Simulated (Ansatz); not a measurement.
Species: sum formula SiClF$_{2}$, net charge 1, singlet state. 
Structure (B3LYP-D3(BJ)/def2-TZVP (Ansatz, a program for electronic structure) minimum search):
```xyz
4

Si    -0.3229     0.1794     0.0275
F     -1.6642    -0.5605     0.0604
F     -0.3995     1.7072     0.1153
Cl     1.3585    -0.7549    -0.1156
```
Charge +1, spin multiplicity 1.

Basis-set convergence of Hartree-Fock and CCSD(T) correlation energies (hartree) with Ansatz. Cores are frozen in the correlated levels unless marked. Spin-orbit coupling is left out. Non-relativistic.

| basis | functions | E(HF) | E(corr, CCSD(T)) |
|---|---|---|---|
| cc-pV(D+d)Z | 74 | -947.14255 | -0.61927 |
| cc-pV(T+d)Z | 138 | [?] | [?] |

Fill in the missing entries.


- cc-pV(T+d)Z, E(HF): -947.27238
- cc-pV(T+d)Z, E(corr, CCSD(T)): -0.81935
